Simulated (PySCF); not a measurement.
Computed shifts of a molecule C2H7ClSi2, PySCF with PBE0/pcSseg-1, GIAO, gas phase, atoms alike by connectivity averaged where their shifts nearly agree, in ppm (number of nuclei): ¹³C: 151.0 (1), 137.6 (1). ²⁹Si: -19.2 (1), -62.9 (1). ¹H: 6.68 (2), 6.43 (1), 5.38 (2), 4.60 (1), 4.45 (1). References: ¹³C against TMS (σ = 186.3 ppm); ²⁹Si against TMS (σ = 352.7 ppm); ³⁵Cl against HCl (σ = 945.9 ppm); ¹H against TMS (σ = 31.56 ppm), references at their B3LYP-D3(BJ)/def2-TZVP geometries, non-relativistic (without spin–orbit terms, shifts of atoms bonded to Cl or Br come out too high). Coordinates come from a TPSSh-D3(BJ)/def2-SVP optimisation. The values are those of a single conformer.

Q: Pick the molecule that these values belong to.
A) [SiH3]/C=C/[SiH2]Cl
B) C=C[SiH2][SiH2]Cl
C) Cl[Si@@H]1CC[SiH2]1
D) [SiH3][SiH2]/C=C/Cl

A: B, C=C[SiH2][SiH2]Cl
